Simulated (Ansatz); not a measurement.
Geometry optimisation, RKS PBE0/6-31G (Ansatz 0.2.0).

Input:

```yaml
crystal:
  periodic: [false, false, false]
  atoms:
    - { symbol: O, position_ang: [-1.7507, 0.2854, 0.613] }
    - { symbol: Si, position_ang: [-0.5723, -0.483, -0.1853] }
    - { symbol: C, position_ang: [0.9977, 0.44, -0.2999] }
    - { symbol: F, position_ang: [2.02986, -0.3038, -0.90503] }
    - { symbol: F, position_ang: [0.87319, 1.52654, -1.16168] }
    - { symbol: H, position_ang: [-1.6718, 0.4712, 1.5545] }
    - { symbol: H, position_ang: [-1.0432, -0.8162, -1.5381] }
    - { symbol: H, position_ang: [-0.3694, -1.7487, 0.5364] }
    - { symbol: H, position_ang: [1.42387, 0.78141, 0.62422] }
basis:
  gaussian: { orbitals: "6-31G" }
hamiltonian:
  xc: pbe0
relax:
  f_tol: 0.015
  max_steps: 40
```

Run as:

```bash
$ ansatz run input.yaml --threads 1 --pin off --max-ram 2048MiB --backend cpu --events-out ev --progress --plain --runs-dir out
```

**Question.** Where does it end, and by what steps?

**Answer.** It converged. Limits of this set-up: no polarisation functions. After 6 steps the energy has fallen by 0.502 eV; H6 moved furthest, 0.22 Å.

| step | energy less start (eV) | largest force component (eV/Å) | accepted |
| --- | --- | --- | --- |
| 0 | 0.0000 | 3.149 | yes |
| 1 | -0.4093 | 1.564 | yes |
| 2 | -0.4991 | 0.264 | yes |
| 3 | -0.5015 | 0.040 | yes |
| 4 | -0.5017 | 0.016 | yes |
| 5 | -0.5019 | 0.022 | yes |
| 6 | -0.5019 | 0.007 | yes |

```xyz
9
Properties=species:S:1:pos:R:3
O -1.810 0.356 0.632
Si -0.584 -0.538 -0.173
C 1.071 0.464 -0.317
F 1.996 -0.411 -0.939
F 0.895 1.577 -1.160
H -1.885 0.458 1.590
H -1.068 -0.772 -1.561
H -0.231 -1.805 0.559
H 1.533 0.824 0.606
```

Time of the run: 24 s on 1 thread of Arm Neoverse V1, on a shared host, peak memory 0.15 GiB.
